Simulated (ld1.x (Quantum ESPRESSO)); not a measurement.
**Ranking TM potentials for V**

All share these settings but for the change named:

- Element: V (Z = 23)
- Generator: ld1.x (Quantum ESPRESSO) 7.5
- Type: norm-conserving Troullier–Martins (Kleinman–Bylander form)
- Functional: LDA (PZ)
- Relativity: scalar-relativistic
- Frozen core: [Ne] 3s2
- Valence charge: 11
- Reference configuration: 3p6 3d4 4s1 4p0
- Partial waves: 4s (bound): rc 2.90 bohr; 3p (bound): rc 1.35 bohr; 3d (bound): rc 1.70 bohr
- Local potential: all-electron potential smoothed inside 2.35 bohr (lloc = -1)
- Core correction: Bessel-smoothed model core, default radius (core density twice the valence density)

Cutoff: the first of the cutoffs (Ry, on a coarse ladder) from which the occupation-weighted sum of valence levels, in a spherical-Bessel basis at the reference potential, stays within 10 and 1 mRy of its value at 400 Ry; the density cutoff is not measured.

The base gives 70 Ry.

Of 8 variants that were run, those that failed, showed a ghost or another fault, or gave nearly equal values are left out.

A variant can come out equal or close to the base.

**Question.** Rank these variants from softest to hardest (loose cutoff).
A. wave 3p (bound): rc 1.35 bohr becomes 3p (bound): rc 0.88 bohr
B. reference 3p6 3d3 4s1 4p0
C. all radii but the core radius scaled by about 1.21 (s 3.52, p 1.64, d 2.06 bohr); local potential all-electron potential smoothed inside 2.84 bohr (lloc = -1)

**Answer.** C (55 Ry), B (70 Ry), A (100 Ry).
